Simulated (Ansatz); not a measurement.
Cost and result for the atomization energy of CH₈OSi₃, SMILES `O=C[SiH2][SiH2][SiH3]` (13 atoms, 12 bonds).

```xyz
13

O    -0.729   -1.907   -0.767
C    -1.287   -1.069   -1.432
Si   -1.086    0.814   -1.050
Si    0.894    1.077    0.162
Si    1.131   -0.672    1.704
H    -1.947   -1.394   -2.270
H    -1.154    1.572   -2.331
H    -2.278    1.187   -0.236
H     0.843    2.392    0.860
H     2.042    1.099   -0.787
H     1.691   -1.876    1.044
H     2.063   -0.237    2.781
H    -0.183   -0.987    2.322
```

The species carries charge 0 and has multiplicity 1. Geometry: relaxed with PBE0-D4/def2-TZVP. It is one conformer, not always the lowest. Program: Ansatz. All runs use 4 threads of an Arm Neoverse V1 on a shared host. Times are those of one run each, without the atoms' runs, and a repeat can differ threefold. Electronic energies, without spin–orbit coupling; frozen cores. CCSD(T)/CBS adds CCSD(T) − MP2 in def2-TZVPP to the MP2 limit, and its time is that of the two runs behind it. T1 = 0.016. B3LYP takes the VWN-RPA correlation (the form of Gaussian; ORCA's B3LYP/G).

CCSD(T)/CBS is a level of theory with its own doubt, some kJ/mol a heavy atom from the limit and from the frozen cores, so smaller differences don't rank the functionals.

```
                             level  functions  atomization (kJ/mol)  difference from CCSD(T)/CBS  per bond
                 B2PLYP/def2-TZVPP        300                4138.7                        -66.7      -5.6
                 CCSD(T)/CBS(def2)          –                4205.4                          0.0       0.0
r2SCAN-D4/def2-TZVPP (with forces)        300                4209.0                          3.6       0.3
 B3LYP-D4/def2-TZVPP (with forces)        300                4202.1                         -3.3      -0.3
                    MP2/def2-QZVPP        564                4163.0                        -42.4      -3.5
                CCSD(T)/def2-TZVPP        300                4092.2                       -113.2      -9.4
  ωB97M-V/def2-TZVPP (with forces)        300                4203.7                         -1.7      -0.1
   PBE-D4/def2-TZVPP (with forces)        300                4225.5                         20.1       1.7
                PBE0-D4/def2-TZVPP        300                4171.4                        -34.0      -2.8
                ωB97X-V/def2-TZVPP        300                4240.4                         35.0       2.9
```

Problem. Order the runs by time, with rough figures. (Best estimate.)

Solution. Computed: PBE-D4/def2-TZVPP (with forces) 3.9 s; PBE0-D4/def2-TZVPP 5.5 s; r2SCAN-D4/def2-TZVPP (with forces) 8 s; B3LYP-D4/def2-TZVPP (with forces) 8.5 s; B2PLYP/def2-TZVPP 9 s; ωB97X-V/def2-TZVPP 13 s; ωB97M-V/def2-TZVPP (with forces) 20 s; MP2/def2-QZVPP 56 s; CCSD(T)/def2-TZVPP 5.5 min; CCSD(T)/CBS(def2) 6.4 min.

In def2-TZVPP, CCSD(T) changes the Hartree–Fock value by +1008.9 kJ/mol (the triples alone add +56.5 kJ/mol) and MP2 by +1012.5 kJ/mol; breaking electron pairs costs correlation energy, which Hartree–Fock lacks. From PBE to PBE0 (25 % exact exchange), in def2-TZVPP and without D4, the atomization energy moves by −49.7 kJ/mol: exact exchange takes away binding that semilocal exchange gives to molecules. The D4 term adds +52.9 kJ/mol with B3LYP and +28.3 kJ/mol with PBE0; it sums over pairs of atoms, weighted by their polarisabilities, and B3LYP, whose exchange is more repulsive, gets the larger term.
